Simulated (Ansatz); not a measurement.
`F[SiH]([SiH3])P` + `C[O][Zn][OH]` → `C[O][Zn][O][SiH3]` + `F[SiH2]P`  (cleavage of the Si–Si bond)

Computed with Ansatz on PBE0-D4/def2-TZVP structures; ΔE is electronic, products minus reactants. CBS: MP2 limit from def2 TZ/QZ plus the TZ coupled-cluster correction, frozen cores. DFT in def2-TZVPP. For Zn outer-core shells are correlated without core-valence functions, which leaves a few kJ/mol of doubt a bond. Scalar relativity is left out up to krypton. Each species was taken in one conformer, which may not be the lowest.

CCSD(T)/CBS gives -1.12 eV.

Q: Another level gave -1.22 eV. Which?
A. B2PLYP/def2-TZVPP
B. MP2/def2-TZVPP
C. r2SCANh-D4/def2-TZVPP
D. ωB97X-V/def2-TZVPP

A: B. MP2/def2-TZVPP -1.22, B2PLYP -1.18, ωB97X-V -1.10, r2SCANh-D4 -1.06 eV.

Largest T1 diagnostic among the species: 0.017.

Leaving LDA and LC-ωPBE aside and taking each functional with its dispersion term where it has one, the values, not all of them listed here, spread over 0.45 eV, from BHLYP-D4 to PBE-D4. From r2SCAN to r2SCAN0 (25 % exact exchange), in def2-TZVPP and without D4, ΔE moves by −0.07 eV. The D4 term adds +0.05 eV with B3LYP and +0.03 eV with PBE0; it sums over pairs of atoms, weighted by their polarisabilities, and B3LYP, whose exchange is more repulsive, gets the larger term.

B3LYP here is the variant with VWN-RPA as its local correlation; programs differ in this.
